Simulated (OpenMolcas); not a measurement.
**d2 ions of charge +3 down a group with 6 bromide ligands in octahedral coordination**

* Program: OpenMolcas
* Method: CASSCF
* Spin-orbit coupling: RASSI with atomic mean-field integrals over the reference wave functions

The d shell is active. Anionic complexes are neutralised by point charges behind the ligands. Distances were set from a Shannon-type radius of the metal (high-spin where two are listed) plus a fixed donor radius (Br 1.91 Å). Ligand basis ANO-RCC-VDZP, DKH2 Hamiltonian. States (labels of O, the rotations of Oh). Energies in cm-1 above the lowest state or level, χT in cm3 K/mol; under a threefold ground state the first gap can be a small split of the lowest multiplet, not the spin-orbit step; 10Dq and B are least-squares fits to the states below 45000 cm-1, weighted by degeneracy, with a free offset, and given where the rms deviation is under 5 % of |10Dq| (or 100 cm-1) and under 700 cm-1. Spin-only χT is S(S+1) / 2 for the spin of the ground state.

```csv
Ion,Shell,R (Å),Metal basis,Outer charge (e at Å behind ligand),Ground state,First state of that spin,10Dq,B (rms of fit),First gap with spin-orbit (degeneracies),χT at 300 K,First state of another spin,Spin-only χT
V3+,3d2,2.55,ANO-RCC-VDZP,0.5 at 2.4,3T1,3T2 8184,8974,916 (286),"4.7 (2, 3)",0.920,1T2 13461,1.000
Nb3+,4d2,2.63,ANO-RCC-VDZP,0.5 at 2.6,3T1,3T2 14266,15066,593 (294),"24.9 (2, 3)",0.456,1T2 9142,1.000
Ta3+,5d2,2.63,ANO-RCC-VTZP,0.5 at 2.8,3T1,3T2 16245,17053,550 (287),"260.9 (2, 3)",0.139,1T2 8492,1.000
```

The rows also differ in their metal basis and outer charges, so part of each step comes from that.

|10Dq| changes by factors of 15066 / 8974 = 1.68 from V3+ to Nb3+, 17053 / 15066 = 1.13 from Nb3+ to Ta3+.

B goes from 916 cm-1 (V3+) to 550 cm-1 (Ta3+).

χT departs most from the spin-only value for Ta3+, by -0.861 cm3 K/mol.

An orbital triplet at a regular site is open to Jahn-Teller coupling, which can distort the site and quench the lowest spin-orbit gaps and is left out. Without dynamic correlation the repulsion within the d shell is too large (B by tens of per cent), so at a given field states of lower spin stand too high. Ligand-to-metal charge-transfer states are missing. With no ligand orbital active B as a rule stays too high, so bands that hang on it stand too high and its fall with covalency is understated. With metal d orbitals alone and no dynamic correlation the field as a rule comes out too small, by tens of per cent, by up to half for chloride and softer ligands (holds for V3+). The least metal-like active orbital is 76 % on the metal (Löwdin) and no ligand orbital is active, so the numbers are rough (holds for Nb3+). With metal d orbitals alone the field can be off either way by tens of per cent (holds for Nb3+; Ta3+). The least metal-like active orbital is 75 % on the metal (Löwdin) and no ligand orbital is active, so the numbers are rough (holds for Ta3+). No measured value stands beside these numbers; the geometry is a model, was not optimised and need not be the one that this ion takes.
